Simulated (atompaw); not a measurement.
**Pseudopotential generation for Cr (Z = 24): PAW (atompaw), LDA (PW92), scalar-relativistic.**

atompaw 4.2.0.5 input, output lines left out:

```
Cr 24
LDA-PW scalarrelativistic loggrid 1500 logderivrange -4 5 226
4 4 3 0 0 0
4 0 0
4 1 0
3 2 4
0 0 0
c
c
c
v
c
c
v
v
2
2.85 2.75 2.30 1.65
y
3.45
n
y
2.3
n
y
0.25
n
custom polynom2 7 10 vanderbiltortho sinc
3 -0.5 troulliermartins
2.85
2.85
2.85
2.85
2.00
2.00
```

All-electron outer shells of the reference configuration (LDA (PW92), scalar-relativistic, ld1.x):

```json
{"shell": "3p", "level (eV)": "-66.44", "outermost node (bohr)": "0.33", "outermost maximum (bohr)": "0.80"}
{"shell": "3d", "level (eV)": "-23.14", "outermost node (bohr)": "–", "outermost maximum (bohr)": "0.82"}
{"shell": "4s", "level (eV)": "-18.76", "outermost node (bohr)": "1.10", "outermost maximum (bohr)": "2.33"}
{"shell": "4p", "level (eV)": "-13.45", "outermost node (bohr)": "1.20", "outermost maximum (bohr)": "2.74"}
```

Results:

```json
{
  "Cutoffs needed": "21 Ry and 25 Ry (the cutoffs (Ry, on a coarse ladder) from which the occupation-weighted sum of valence levels, in a spherical-Bessel basis at the reference potential, stays within 10 and 1 mRy of its value at 400 Ry)",
  "Ghost test": "no extra level below or beside the all-electron valence levels (s, p, d, f tested) (spherical-Bessel basis up to 400 Ry, 20 bohr box)",
  "Lowest eigenvalue of the overlap operator": "0.60 (s channel)",
  "Overlap eigenvalues printed by atompaw (projector basis)": "0.66, 2.46, 3.19, 71.5, 209, 220",
  "Share of each valence orbital outside the PAW sphere": "4s 37 %, 4p 57 %, 3d 2 %"
}
```

Generation and tests took about 2.6 s on one core of a shared server CPU.
